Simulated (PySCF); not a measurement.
**Li+: ionisation energy**

Li+ 1s2 (1S) → Li(2+) 1s1 (2S), as a difference of total energies. Computed with PySCF 2.14 in cc-pVTZ-DK (4s3p2d1f, 30 functions), with scalar relativity by spin-free X2C-1e. Correlated levels: valence: nothing frozen. The calculations carry no spin-orbit coupling.

| method | ionisation energy (eV) | difference from reference (eV) |
| --- | --- | --- |
| UHF | 74.495 | -1.145 |
| M06-2X | 75.864 | +0.224 |
| r2SCAN | 75.702 | +0.062 |
| MP2 (valence) | 74.791 | -0.849 |
| SCS-MP2 (valence) | 74.850 | -0.790 |
| CCSD (valence) | 74.848 | -0.792 |

Reference: 75.640 eV (theoretical estimate listed by NIST; NIST Atomic Spectra Database, ionization energies).

Errors of the correlated levels include the incompleteness of this basis.

With two correlated electrons CCSD is exact in that space.
